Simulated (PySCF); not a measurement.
**C₆ coefficients of unlike pairs at PBE**

Calculated with PySCF 2.14 from the dipole response of each species, C₆(A,B) = (3/π) ∫ α_A(iu) α_B(iu) du, in atomic units, from isotropic polarisabilities. For ions this is the dispersion term alone; charge-induced terms of lower order in 1/R come first.

| species | configuration | basis | relativity | α (bohr³) | C₆ (like pair) |
| --- | --- | --- | --- | --- | --- |
| Os³⁺ | [Xe] 4f14 5d5 (6S) | x2c-TZVPPall with one added diffuse shell each of s, p, d, f type (12s8p8d4f1g) | spin-free X2C | 7.160 | 39.21 |
| Xe⁺ | [Kr] 4d10 5s2 5p5 (2P) | aug-cc-pVTZ-DK3 (8s7p5d2f) | spin-free X2C | 18.46 | 157.8 |
| N³⁺ | [He] 2s2 (1S) | aug-cc-pCVTZ-DK with one added diffuse shell each of s, p, d, f type (8s7p5d3f) | spin-free X2C | 2.089 | 2.062 |

Q: Estimate C₆ for Xe⁺ with Os³⁺.

A: The integral gives 75.72. The combination rule 2 C_A C_B / (C_A α_B/α_A + C_B α_A/α_B) gives 76.24 and the geometric mean 78.65.

No spin-orbit coupling is included.

The other pairs:

```tsv
pair	C₆
N³⁺, Xe⁺	18.03
N³⁺, Os³⁺	8.705
```
